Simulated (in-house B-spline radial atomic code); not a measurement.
Response and correlation of Pd⁴⁴⁺

Closed shell 1s2. Computed with an all-electron radial atomic-structure program (B-spline basis): Dirac-Hartree-Fock, relativistic RPA (time-dependent Dirac-Hartree-Fock) for the response and second-order many-body perturbation theory for correlation, no-pair Dirac-Coulomb Hamiltonian, finite nucleus.

Command:
```bash
python run_mb.py task.json out
```
Settings (nuclear radius in fm, box in bohr, cutoff in hartree):
```
basis_form          2
Z                   46
core_configuration  1s2
rms_radius          4.5318
mass_number         106
speed_of_light      137.036
box_radius          2.141
lmax                7
intervals           56
virtual_cutoff      52900.0
```

Time taken, with all properties: 0.2 s on 1 thread of Intel(R) Xeon(R) Platinum 8488C, on a shared host.

```tsv
multipole (bohr³, bohr⁵, bohr⁷)	uncoupled	coupled RPA
dipole	1.8179e-06	1.8397e-06
quadrupole	2.8102e-09	?
octupole	1.1566e-11	1.1647e-11
```

Q: What is the coupled quadrupole polarisability?

A: 2.8372e-09 atomic units, +1 % against the uncoupled value.

Q: Which subshells carry the dipole polarisability?

A: 1s1/2 100.0 %.

Q: What does the dipole shielding factor come to?

A: The dipole shielding factor is 0.044, against the exact N/Z = 2/46 = 0.043 of the non-relativistic theorem.

Dipole polarisability at imaginary frequency:

| u (Eh) | α(iu) (bohr³) |
| --- | --- |
| 0 | 1.84e-06 |
| 6.04 | 1.84e-06 |
| 15.1 | 1.839e-06 |
| 30.2 | 1.837e-06 |
| 45.3 | 1.835e-06 |
| 60.4 | 1.831e-06 |
| 90.6 | 1.82e-06 |
| 121 | 1.806e-06 |
| 151 | 1.787e-06 |
| 211 | 1.74e-06 |
| 302 | 1.648e-06 |
| 453 | 1.462e-06 |
| 604 | 1.266e-06 |
| 906 | 9.242e-07 |
| 1510 | 5.084e-07 |
| 3020 | 1.704e-07 |

Q: What dispersion coefficients follow for two such ions (the dispersion part alone)?

A: C6 = (3/π)∫α(iu)²du = 2.324e-09 hartree·bohr⁶ and C8 = 2.052e-11 hartree·bohr⁸.

Lowest J = 1 odd-parity excitations:

```json
{"energy (eV)": "21681", "oscillator strength": "0.194", "leading channel": "1s1/2 → p1/2", "weight": "0.992"}
{"energy (eV)": "21901", "oscillator strength": "0.574", "leading channel": "1s1/2 → p3/2", "weight": "0.992"}
{"energy (eV)": "25682", "oscillator strength": "0.0364", "leading channel": "1s1/2 → p1/2", "weight": "0.994"}
{"energy (eV)": "25747", "oscillator strength": "0.112", "leading channel": "1s1/2 → p3/2", "weight": "0.994"}
```

Second-order correlation energy by the highest angular momentum of the excited pair (hartree): s -0.01585, p -0.02543, d -0.003553, f -0.0009491, g -0.000345, h -0.0001531, i -7.827e-05, k -4.089e-05.

Q: What is the second-order correlation energy at the partial-wave limit?

A: The listed waves sum to -0.046394 hartree; extrapolating the increments as (l + 1/2)⁻⁴ gives -0.046477 hartree, -0.632 eV per electron.
